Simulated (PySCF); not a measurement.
Constitutional and geometric isomers with formula C2H6Si. Isolated molecules, 0 K electronic values unless said otherwise. Strings in code marks are SMILES.

Computed with PySCF with PBE-D3(BJ)/def2-TZVP // B3LYP-D3(BJ)/def2-TZVP. All candidates: neutral, multiplicity 1. 

```yaml
HOMO–LUMO gap: 5.32 eV
LUMO: -0.51 eV
dipole_moment: 0.21 D
```

Identify which member has these values.
A) `C=[SiH]C`
B) `CC=[SiH2]`
C) `C=C[SiH3]`
D) `C1C[SiH2]1`

D, `C1C[SiH2]1`. The others give `C=[SiH]C`: 3.76 eV, -1.51 eV, 1.59 D; `C=C[SiH3]`: 5.39 eV, -1.50 eV, 0.74 D; `CC=[SiH2]`: 3.38 eV, -1.86 eV, 0.14 D
